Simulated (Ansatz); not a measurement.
Start from `CN[SiH2][SeH]` and change one atom or group to get `CN[SiH2]OC`.

Ansatz, PBE0-D4/def2-TZVP geometries, multiplicity 1. Each molecule was computed in one conformer, which needn't be the lowest.

Scalar relativity is left out up to krypton. Spin–orbit coupling is left out; it splits and shifts lone-pair levels of the heavy atoms by tenths of an eV.

```csv
property,`CN[SiH2][SeH]`
size of the dipole moment (ωB97M-V/def2-TZVPP) / D,2.11
LUMO energy (PBE0/def2-TZVPP) / eV,0.24
size of the dipole moment (B3LYP/def2-TZVPP) / D,2.09
LUMO energy (B3LYP/def2-TZVPP) / eV,-0.04
HOMO–LUMO gap (PBE/def2-TZVPP) / eV,4.94
HOMO–LUMO gap (B3LYP/def2-TZVPP) / eV,6.49
```

Task: Give the same properties after the change, and the shifts. (Best estimate.)

Result: Computed: 
```json
{"property": "size of the dipole moment (ωB97M-V/def2-TZVPP) / D", "`CN[SiH2]OC`": "1.93", "shift": "-0.18"}
{"property": "LUMO energy (PBE0/def2-TZVPP) / eV", "`CN[SiH2]OC`": "0.80", "shift": "0.56"}
{"property": "size of the dipole moment (B3LYP/def2-TZVPP) / D", "`CN[SiH2]OC`": "1.91", "shift": "-0.18"}
{"property": "LUMO energy (B3LYP/def2-TZVPP) / eV", "`CN[SiH2]OC`": "0.51", "shift": "0.55"}
{"property": "HOMO–LUMO gap (PBE/def2-TZVPP) / eV", "`CN[SiH2]OC`": "5.54", "shift": "0.60"}
{"property": "HOMO–LUMO gap (B3LYP/def2-TZVPP) / eV", "`CN[SiH2]OC`": "7.22", "shift": "0.73"}
```

With PBE0 the HOMO falls by 0.17 eV and the LUMO rises by 0.56 eV, so the gap widens by about 0.73 eV. PBE moves the HOMO by -0.01 eV and ωB97M-V by -0.35 eV. Dipoles are sizes alone; their direction can turn.

Positive LUMOs are unbound, so they and the gaps depend on the basis.

B3LYP here is the variant with VWN-RPA as its local correlation; programs differ in this.
